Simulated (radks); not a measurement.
The chlorine ion Cl+, 16 electrons, occupied as [Ne] 3s2 3p3 4p1 (not the ground configuration). Calculated with a radial shooting solver on a logarithmic mesh with Libxc functionals: Dirac Kohn-Sham, PBE, spin-unpolarised, spherical densities, point nucleus; open shells fill j = l - 1/2 first. Some entries of the table are withheld. Estimate them.

orbital,occ.,eigenvalue (hartree),r(max) (bohr),<r^2> (bohr^2)
1s1/2,2,-101.9132,0.05946,0.01113
2s1/2,2,-10.07483,0.3617,0.2339
2p1/2,2,-7.87517,0.3003,0.2042
2p3/2,4,-7.81265,0.3021,0.2064
3s1/2,2,(1),(2),2.407
3p1/2,2,-0.94507,1.349,3.038
3p3/2,1,-0.93917,1.354,3.062
4p1/2,1,-0.21653,(3),(4)
4p3/2,0,-0.21587,(5),(6)

Answer. 
(1) 3s1/2 eigenvalue (hartree): -1.42520
(2) 3s1/2 r(max) (bohr): 1.251
(3) 4p1/2 r(max) (bohr): 4.503
(4) 4p1/2 <r^2> (bohr^2): 27.80
(5) 4p3/2 r(max) (bohr): 4.515
(6) 4p3/2 <r^2> (bohr^2): 27.93
